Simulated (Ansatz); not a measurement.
Coupled-cluster run, `C[N](C)[GaH][Br]`.

```yaml
crystal:
  periodic: [false, false, false]
  atoms:
    - {symbol: C, position_ang: [-1.094185, -0.736741, 0.422016]}
    - {symbol: N, position_ang: [0.044257, 0.028585, -0.016362]}
    - {symbol: C, position_ang: [1.293534, -0.431697, 0.536149]}
    - {symbol: Ga, position_ang: [-0.030237, 1.437591, -1.146891]}
    - {symbol: Br, position_ang: [-2.128843, 1.986459, -1.895577]}
    - {symbol: H, position_ang: [-1.202284, -0.699053, 1.515020]}
    - {symbol: H, position_ang: [-0.995929, -1.794080, 0.138881]}
    - {symbol: H, position_ang: [-2.013169, -0.351802, -0.022064]}
    - {symbol: H, position_ang: [1.290016, -0.381120, 1.634081]}
    - {symbol: H, position_ang: [2.128019, 0.175867, 0.177545]}
    - {symbol: H, position_ang: [1.495388, -1.475577, 0.257676]}
    - {symbol: H, position_ang: [1.213423, 2.241559, -1.600475]}
basis:
  gaussian: {orbitals: def2-SVP}
correlation: {method: ccsd_t}
```

```sh
$ ansatz run in.yaml --threads 2 --pin off --events-out ev --progress --plain --backend cuda
```

Output of Ansatz, abridged:

```
Functional definition: HF
1424 factors; integrals over basis functions are off by at most 1.2e-3 eV
mean field evaluation 1: about -125967.5350 eV, gradient 3.1e1 eV
mean field evaluation 2: about -125967.6038 eV, gradient 3.1e1 eV
mean field evaluation 4: about -125970.4049 eV, gradient 4.3e0 eV
mean field evaluation 8: about -125970.4604 eV, gradient 2.3e-4 eV
mean field -125970.46036775 eV, -4629.3290326702 hartree, gradient 3.4e-6 eV, S^2 0.000000; 0 other end points of the search recorded, 0 dependent functions left out
21 core orbitals not correlated: weight in the atoms' cores, before any rotation towards them, 1.000 or more for the frozen orbitals, at most 0.000 for the correlated occupied ones
reference -125970.46036775 eV, -4629.3290326702 hartree; 25, 25 occupied and 95, 95 virtual orbitals, 1424 factors
second order -24.55813885 eV of doubles, -0.00000000 eV of singles
cycle   1  -24.62301974 eV  change   -6.5e-2 eV  update   1.2e-1
cycle   2  -25.32290952 eV  change   -7.0e-1 eV  update   3.5e-2
cycle   3  -25.46246740 eV  change   -1.4e-1 eV  update   2.1e-2
cycle   4  -25.44554722 eV  change    1.7e-2 eV  update   6.7e-3
cycle   5  -25.44564889 eV  change   -1.0e-4 eV  update   3.8e-3
cycle   6  -25.44594552 eV  change   -3.0e-4 eV  update   1.3e-3
cycle   7  -25.44559528 eV  change    3.5e-4 eV  update   5.0e-4
cycle   8  -25.44561116 eV  change   -1.6e-5 eV  update   1.2e-4
cycle   9  -25.44567710 eV  change   -6.6e-5 eV  update   3.6e-5
cycle  10  -25.44565551 eV  change    2.2e-5 eV  update   1.2e-5
perturbative correction -0.74703769 eV, -0.0274531288 hartree
Total energy: -125996.65306096 eV, -4630.2915963914 hartree
```

Hardware: 2 threads of an AMD EPYC 7R13 on a shared host and a share of an NVIDIA H100 80 GB. Wall time 18 s, peak host memory 0.8 GiB.

The correlation energy is -26.193 eV, 2.9 % of it from (T); the T1 diagnostic reads 0.0122.
